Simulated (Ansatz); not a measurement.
Molecule: sum formula GaHBr2, net charge 0, singlet state. 
Geometry from a B3LYP-D3(BJ)/def2-TZVP (Ansatz, a first-principles code) optimisation:
SMILES: [Br][GaH][Br]
```xyz
4

Br    -1.3211     1.4799     0.0171
Ga    -0.4892    -0.6554    -0.0104
Br     1.7948    -0.8452    -0.0070
H     -1.4160    -1.8973    -0.0301
```

Dipole moments at this geometry, in debye (magnitudes).

| level | program | dipole (D) |
|---|---|---|
| SVWN5/def2-TZVPD | Ansatz | 1.47 |
| BLYP/def2-TZVPD | Ansatz | 1.38 |
| revPBE/def2-TZVPD | Ansatz | 1.39 |
| B97M-V/def2-TZVPD | Ansatz | 1.37 |
| BHLYP/def2-TZVPD | Ansatz | 1.61 |
| CAM-B3LYP/def2-TZVPD | Ansatz | 1.58 |
| LC-wPBE/def2-TZVPD | Ansatz | 1.63 |
| wB97M-V/def2-TZVPD | Ansatz | 1.57 |
| wB97X-V/def2-TZVPD | Ansatz | 1.59 |
| CCSD(T)/aug-cc-pVDZ | Ansatz | 1.45 |
